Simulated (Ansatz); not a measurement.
Ge(OH)2Cl2 (GeCl2O2H2), relaxed as a singlet with RKS PBE0-D4/def2-SVP in Ansatz, starting from the GFN2-xTB geometry. Force threshold 0.02 eV/Å.

Start:

Cartesian coordinates in Å:
```
Ge 0.010 -0.069 0.169
O -1.375 0.456 -0.706
H -2.214 0.530 -0.255
O 1.273 0.197 -0.968
H 2.155 -0.114 -0.769
Cl -0.144 -2.121 0.640
Cl 0.295 1.123 1.888
```

```csv
step,energy (eV),largest force component (eV/Å),SCF passes
1,-85656.2431,0.749,25
2,-85656.3012,0.375,29
3,-85656.3114,0.225,29
4,-85656.3207,0.098,29
5,-85656.3214,0.087,27
6,-85656.3230,0.021,29
7,-85656.3231,0.006,27
```

Force components are those of the run's own axes.

End:

```xyz
7

Ge    0.007   -0.044    0.112
O    -1.433    0.413   -0.758
H    -2.165    0.645   -0.175
O     1.329    0.271   -0.979
H     2.108   -0.266   -0.790
Cl   -0.001   -2.112    0.669
Cl    0.156    1.093    1.921
```

By distances, no bond broke or formed. The bond that changes most is Ge1–Cl6, from 2.11 to 2.14 Å (atoms count from 1).

No frequencies were taken in this run, so the end may be a saddle point.

Hardware: 4 threads of Arm Neoverse V1 on a shared host. Wall time 15 s.
